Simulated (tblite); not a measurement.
Compound: C5H3NS.
Atom-mapped SMILES: `[C-:1]#[N+:2][c:3]1[cH:4][cH:5][cH:6][s:7]1` (hydrogens: H8 on C4; H9 on C5; H10 on C6)

A start from a force field or distance geometry was refined with GFN2-xTB geometry optimisation, gas phase (tblite 0.8.0). Values at the start:

| coordinate | start |
| --- | --- |
| C1≡N2 | 1.192 Å |
| N2–C3 | 1.390 Å |
| C3–C4 | 1.368 Å |
| C3–S7 | 1.800 Å |
| C4–C5 | 1.340 Å |
| C4–H8 | 1.112 Å |
| C5–C6 | 1.361 Å |
| C5–H9 | 1.111 Å |
| C6–S7 | 1.803 Å |
| C6–H10 | 1.075 Å |
| C1–N2–C3 | 179.3° |
| N2–C3–C4 | 125.8° |
| N2–C3–S7 | 127.2° |
| C3–C4–C5 | 117.2° |
| C3–S7–C6 | 91.5° |
| C4–C3–S7 | 107.0° |
| C4–C5–C6 | 116.8° |
| C5–C6–S7 | 107.4° |

Task: How do these coordinates change at the GFN2-xTB level?

Result: 
| coordinate | GFN2-xTB (Å or °) | change |
| --- | --- | --- |
| C6–S7 | 1.717 | -0.086 |
| C4–C5 | 1.408 | +0.068 |
| C3–S7 | 1.742 | -0.058 |
| N2–C3 | 1.341 | -0.049 |
| C4–H8 | 1.075 | -0.037 |
| C5–H9 | 1.075 | -0.036 |
| C1≡N2 | 1.170 | -0.022 |
| C6–H10 | 1.072 | -0.003 |
| C5–C6 | 1.359 | -0.002 |
| C3–C4 | 1.368 | 0.000 |
| N2–C3–S7 | 120.9 | -6.3 |
| C5–C6–S7 | 112.7 | +5.3 |
| C3–C4–C5 | 112.1 | -5.1 |
| C4–C3–S7 | 112.0 | +5.0 |
| C4–C5–C6 | 112.9 | -3.9 |
| C3–S7–C6 | 90.3 | -1.2 |
| N2–C3–C4 | 127.1 | +1.3 |
| C1–N2–C3 | 179.7 | +0.4 |

The energy falls by 0.473 eV over 26 L-BFGS steps, the largest force on an atom goes from 4.22 to 0.003 eV/Å, and the atoms move by 0.110 Å rms after alignment. The bond that changes most is C6–S7 (aromatic CH next to a ring sulfur to thiophene-type sulfur), which shortens by 0.086 Å. Bonds longer at the end by more than 0.005 Å: 1 of 10; shorter: 6. Rotational constants go from 5344, 1823, 1359 to 5353, 1967, 1438 MHz.

Its GFN2-xTB frequencies are all real (lowest 153 cm⁻¹).

All values are computed, not measured.
